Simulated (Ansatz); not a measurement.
Basis sets compared for Cd6⁺. The state is a doublet with charge 1. Geometry PBE/def2-SVP. Ansatz on 4 threads of Arm Neoverse N1 on a shared host; times are rough, and most runs start from earlier orbitals.

| atom | x (Å) | y (Å) | z (Å) |
| --- | --- | --- | --- |
| Cd1 | -1.332 | 0.925 | 0.083 |
| Cd2 | -0.125 | -2.835 | -2.056 |
| Cd3 | 0.103 | 2.808 | 2.099 |
| Cd4 | 1.333 | -0.940 | -0.070 |
| Cd5 | 2.728 | 1.008 | 1.914 |
| Cd6 | -2.707 | -0.966 | -1.971 |

In the def2 sets Cd takes a core potential; there is no spin–orbit coupling. The structure comes from a short search, and lower isomers may exist.

| level | functions | energy (Eh) | HOMO (eV) | LUMO (eV) | wall time |
| --- | --- | --- | --- | --- | --- |
| PBE/def2-SVP | 186 | -1006.2831 | -7.53 | -7.30 | 12 s |
| PBE0/def2-SVP | 186 | -1006.2073 | -7.90 | -6.65 | 20 s |

Estimate the rows for PBE/def2-TZVP, PBE0/def2-TZVP (with forces).


```tsv
level	functions	energy (Eh)	HOMO (eV)	LUMO (eV)	wall time
PBE/def2-TZVP	240	-1006.5387	-7.54	-7.32	13 s
PBE0/def2-TZVP (with forces)	240	-1006.4539	-7.91	-6.64	31 s
```
